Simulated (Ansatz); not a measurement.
Basis sets compared for Hf3⁺. Total charge 1; doublet. Geometry PBE-D4/def2-TZVP. Ansatz on 4 threads of Arm Neoverse V1 on a shared host; times are rough, and most runs start from earlier orbitals.

```tsv
atom	x (Å)	y (Å)	z (Å)
Hf1	0.906	0.688	-1.092
Hf2	-0.863	-1.266	-0.375
Hf3	-0.043	0.578	1.467
```

In the def2 sets Hf takes a core potential; there is no spin–orbit coupling. At PBE0-D4/def2-SVP, PBE0-D4/def2-TZVP the charge 1 doublet is spin-contaminated (final ⟨S²⟩ up to 0.99, 0.75 for a pure state). The structure comes from a short search, and lower isomers may exist.

```csv
level,functions,energy (Eh),HOMO (eV),LUMO (eV),wall time
PBE-D4/def2-SVP,96,-143.6522,-7.96,-7.57,13 s
PBE0-D4/def2-SVP,96,-143.5112,-8.58,-6.66,11 s
```

Estimate the rows for PBE-D4/def2-TZVP, PBE0-D4/def2-TZVP (with forces).


```json
{"level": "PBE-D4/def2-TZVP", "functions": "120", "energy (Eh)": "-143.6818", "HOMO (eV)": "-7.86", "LUMO (eV)": "-7.47", "wall time": "16 s"}
{"level": "PBE0-D4/def2-TZVP (with forces)", "functions": "120", "energy (Eh)": "-143.5475", "HOMO (eV)": "-8.48", "LUMO (eV)": "-6.52", "wall time": "34 s"}
```
